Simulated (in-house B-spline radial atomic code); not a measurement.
Values are calculated unless marked as measured or tabulated.
**Be ion on In atom: potential, deflection and energy transfer**

The pair potential comes from two frozen, spherical free-atom densities (PBE, B-spline radial code, scalar-relativistic past argon): electrostatics plus the change in Thomas-Fermi kinetic and Dirac exchange energy where they overlap, the recipe behind the universal ZBL potential, which averages such potentials (from solid-state densities) over many pairs. It is written V = (Z1 Z2 e²/r) φ(r/a), with e² = 14.3996 eV·Å and a = 0.46850 Å/(Z1^0.23 + Z2^0.23); ZBL's fit is φ = 0.18175 e^(−3.1998x) + 0.50986 e^(−0.94229x) + 0.28022 e^(−0.4029x) + 0.02817 e^(−0.20162x). Where φ falls below 4e-4 it is continued as an exponential.

Masses 9.01 and 114.82 u.

```
x = r/a  φ, this pair    φ, ZBL
    0.1        0.8805    0.8928
   0.25        0.7538    0.7647
    0.5        0.6021    0.6096
      1         0.412    0.4164
    1.5        0.2961    0.2995
      2        0.2229    0.2218
      3        0.1328    0.1292
      4        0.0838   0.08026
      5       0.05499   0.05224
    6.5       0.03004   0.02914
      8       0.01728   0.01705
     10      0.009147  0.008778
     12      0.005146   0.00474
   14.5      0.002495  0.002328
     17      0.001137  0.001212
```

Task: At x = 5 the electrostatic, kinetic and exchange parts are 63.84, 216.84 and -27.39 eV. Find r, V and φ.

Result: a = 0.46850/(1.3755 + 2.4476) = 0.12254 Å, so r = 0.61271 Å. V = 63.84 + 216.84 + (-27.39) = 253.29 eV. The bare repulsion is 4 × 49 × 14.3996/0.61271 = 4606.3 eV, so φ = 0.0550, +5.3 % against ZBL's 0.0522. The kinetic (Pauli) term is 86 % of V here.

Task: The ion comes in at 0.2484 keV with impact parameter 0.0613 Å. The scattering integral gives a centre-of-mass angle of 164.8° and a closest approach of 5.172 a. What are the reduced energy, the energy passed on and the laboratory angles?

Result: ε = E a M2/(Z1 Z2 e² (M1 + M2)) = 248.4 × 4.0260e-05 = 0.01. The most that one collision can pass on is γE with γ = 4 M1 M2/(M1 + M2)² = 0.2699. Here T = γE sin²(θ/2) = 0.2699 × 248.4 × 0.9825 = 65.86 eV. The ion turns by arctan(sin θ/(cos θ + M1/M2)) = 163.5° (second quadrant: it bounces back), and the struck atom leaves at (180° − θ)/2 = 7.6°. The closest approach is 0.634 Å. With ZBL the angle would be 164.45° and T = 65.8 eV.
